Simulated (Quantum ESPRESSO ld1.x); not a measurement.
Values are calculated unless marked as measured or tabulated.
Neutral samarium, 62 electrons, occupied as [Xe] 4f6 6s2 (the NIST ground configuration).

Level of theory: scalar-relativistic Kohn-Sham, HCTH/120, spin-unpolarised, spherical densities, point nucleus (ld1.x of Quantum ESPRESSO 7.5).

Energy parts (eV):
total: -283918.1
kinetic: 303484.0
electron-nucleus: -691151.8
Hartree: 110338.8
exchange-correlation: -6589.2

Orbitals (lengths in bohr, moments of r in powers of bohr; <r^-3> diverges for s and p1/2; r(max) is where P^2 peaks):
orbital  occ.  eigenvalue (eV)  <r^-3>  r(max)
1s          2         -46667.6       -   0.015
2s          2         -7635.49       -   0.083
2p          6         -6813.89   10160   0.067
3s          2         -1674.51       -   0.233
3p          6         -1417.55    2106   0.230
3d         10         -1070.09   286.5   0.188
4s          2         -333.050       -   0.541
4p          6         -248.508   464.3   0.563
4d         10         -129.897   52.40   0.586
4f          6          -3.0709   6.280   0.610
5s          2         -43.5345       -    1.26
5p          6         -23.4268   61.15    1.43
6s          2          -3.6051       -    3.66

The highest occupied level is 4f at -3.071 eV. The density falls to 0.001 e/bohr^3 at r = 5.28 bohr.
